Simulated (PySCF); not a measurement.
## How methods differ on the ionisation energy of Os

Os [Xe] 4f14 5d6 6s2 (5D) → Os⁺ [Xe] 4f14 5d6 6s1 (6D), as a difference of total energies. Computed with PySCF 2.14 in aug-cc-pwCVTZ-PP with ECP60MDF (8s8p7d4f3g, 122 functions), with a scalar-relativistic core potential. Correlated levels: valence: 5s2 5p6 frozen; valence and next inner shell: nothing frozen outside the core potential. The calculations carry no spin-orbit coupling.

| method | ionisation energy (eV) | error (eV) |
| --- | --- | --- |
| UHF | 6.516 | -1.957 |
| LDA | 8.764 | +0.291 |
| PBE | 8.304 | -0.169 |
| PBE0 | 8.050 | -0.423 |
| r2SCAN | 8.052 | -0.421 |
| B3LYP | 8.504 | +0.031 |
| PW91 | 8.362 | -0.111 |
| BHandHLYP | 8.125 | -0.348 |
| MP2 (valence) | 8.087 | -0.386 |
| SCS-MP2 (valence) | 8.321 | -0.152 |
| MP2 (valence and next inner shell) | 8.306 | -0.167 |
| SCS-MP2 (valence and next inner shell) | 8.415 | -0.058 |

Reference: 8.473 eV (measured; NIST levels, between the centres of gravity of the two terms).

Errors of the correlated levels include the incompleteness of this basis and the frozen core.
